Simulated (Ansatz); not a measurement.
Gas-phase electronic energies from Ansatz, PBE0-D4/def2-TZVP geometries. CCSD(T)/CBS is the MP2 limit (def2-TZVPP, def2-QZVPP) plus CCSD(T) − MP2 in def2-TZVPP, frozen cores. This one scheme is used for every species. DFT in def2-TZVPP. B3LYP here is the variant with VWN-RPA as its local correlation; programs differ in this. HSE06 is defined as in plane-wave codes. Each species was taken in one conformer, which may not be the lowest.

Consider the formal loss of a carbene: `C[SiH2]C(C)F` → `C[SiH2]C` + `[CH]F`.

CCSD(T)/CBS gives +84.1 kcal/mol.

Question: Another level gave +87.9 kcal/mol. Which?
A. LDA (SPW92)/def2-TZVPP
B. r2SCAN-D4/def2-TZVPP
C. B3LYP/def2-TZVPP
D. HSE06/def2-TZVPP

Answer: D. HSE06 87.9, r2SCAN-D4 88.8, B3LYP 81.1, LDA (SPW92) 100.4 kcal/mol.

Largest T1 diagnostic among the species: 0.018.

The D4 term adds +3.0 kcal/mol with B3LYP and +1.7 kcal/mol with PBE0; it sums over pairs of atoms, weighted by their polarisabilities, and B3LYP, whose exchange is more repulsive, gets the larger term. Leaving LDA and LC-ωPBE aside and taking each functional with its dispersion term where it has one, the values, not all of them listed here, spread over 7.9 kcal/mol, from BLYP-D4 to r2SCAN0-D4. LDA lies +14.2 kcal/mol from PBE without D4. From r2SCAN to r2SCAN0 (25 % exact exchange), in def2-TZVPP and without D4, ΔE moves by +0.7 kcal/mol.

CCSD(T)/CBS has its own doubt, a few kJ/mol and more with outer-core shells, so smaller differences from it don't rank the levels.
